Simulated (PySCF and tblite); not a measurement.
C₇H₁₆O, numbered as in [CH3:1][CH:2]([CH3:3])[O:4][C:5]([CH3:6])([CH3:7])[CH3:8].

Search: ETKDG and KDG, MMFF94s, GFN2-xTB, 90 starts; geometries at PBE0-D3(BJ)/def2-SVP. Free energies are CAM-B3LYP-D3(BJ)/def2-SVPD (IEF-PCM, chloroform) single points with GFN2-xTB rigid-rotor and vibrational terms (modes under about 100 cm⁻¹ blended into free rotors). Symmetry numbers and mirror images are counted. Conformers within 3 kcal/mol (GFN2-xTB free energy) were kept, 6 at most. GIAO shieldings: PBE0/pcSseg-1 (IEF-PCM, chloroform). Shifts are against TMS (¹H), TMS (¹³C) at the same level. Codes: tblite and PySCF.

Torsions listed: C1–C2–O4–C5, C2–O4–C5–C6. Of a mirror pair one member is shown.

```json
{"conformer": "1", "shape": "-116°, 179°", "weight %": "95.5", "dipole D": "1.73"}
{"conformer": "2", "shape": "-165°, -91°", "weight %": "4.5", "dipole D": "1.68"}
```

Problem. How do the computed shifts compare with measured ones?

Solution. 
```tsv
nucleus	signal	leading conformer	average	measured	medium
¹³C	C1/C3	26.6	26.6	25.2	not stated per compound (mostly CDCl3 or CCl4)
¹³C	C2	64.3	64.3	63.5	not stated per compound (mostly CDCl3 or CCl4)
¹³C	C5	72.4	72.4	73	not stated per compound (mostly CDCl3 or CCl4)
¹³C	C6/C7/C8	29.2	29.3	28.5	not stated per compound (mostly CDCl3 or CCl4)
```

Measured values: Pretsch, Buehlmann, Badertscher, Structure Determination of Organic Compounds, 4th ed. (2009). Mean difference for ¹³C: 0.60 ppm, scatter 0.73 ppm. The computed shifts are unscaled and lack vibrational corrections.
